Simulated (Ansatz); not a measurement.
C2H9NOSi can be A, `CO[SiH](C)N`, or B, `CN(C)[SiH2]O`.

Computed with Ansatz on PBE0-D4/def2-TZVP structures; ΔE is electronic, products minus reactants. CBS: MP2 limit from def2 TZ/QZ plus the TZ coupled-cluster correction, frozen cores. Functionals use def2-TZVPP. B3LYP here is the variant with VWN-RPA as its local correlation; programs differ in this. Each species was taken in one conformer, which may not be the lowest.

A:

Z-matrix (Å, degrees):
```
C
O 1 1.405
H 1 1.092 2 108.6
H 1 1.097 2 111.6 3 -119.1
H 1 1.097 2 111.7 3 119.3
Si 2 1.650 1 123.3 3 -170.9
N 6 1.710 2 114.4 1 58.8
C 6 1.863 2 110.9 1 -62.1
H 6 1.482 2 102.2 1 177.2
H 7 1.006 6 123.2 2 64.0
H 7 1.005 6 122.6 2 -98.8
H 8 1.092 6 110.6 2 -51.5
H 8 1.094 6 111.5 2 68.3
H 8 1.092 6 110.8 2 -171.5
```

B:

Z-matrix (Å, degrees):
```
C
N 1 1.443
H 1 1.092 2 110.5
H 1 1.099 2 112.2 3 120.3
H 1 1.098 2 110.8 3 -119.4
C 2 1.441 1 113.8 3 177.2
Si 2 1.707 1 121.6 3 -14.6
H 6 1.100 2 112.3 1 61.5
H 6 1.092 2 110.5 1 -177.8
H 6 1.098 2 110.8 1 -58.5
O 7 1.652 2 117.3 1 -73.1
H 7 1.487 2 105.3 1 164.8
H 7 1.480 2 108.5 1 42.4
H 11 0.958 7 117.7 2 -68.5
```

(1) Which isomer does CCSD(T)/CBS put lower? Give the gap. (Best estimate.)

(2) Give E(B) − E(A) in kJ/mol with r2SCAN-D4, PBE-D4, CCSD/def2-TZVPP, MP2/def2-TZVPP, PBE0-D4, B3LYP, HF/def2-TZVPP. (Estimate.)

Largest T1 diagnostic: 0.011.

Results:

(1) Ansatz gave: A, by 59.7 kJ/mol.

(2) Computed: r2SCAN-D4 64.4, PBE-D4 56.7, CCSD/def2-TZVPP 58.2, MP2/def2-TZVPP 56.1, PBE0-D4 58.7, B3LYP 60.8, HF/def2-TZVPP 63.4. None reverses the order clearly.

In def2-TZVPP, CCSD(T) changes the Hartree–Fock value by −6.4 kJ/mol (the triples alone add −1.2 kJ/mol) and MP2 by −7.3 kJ/mol.
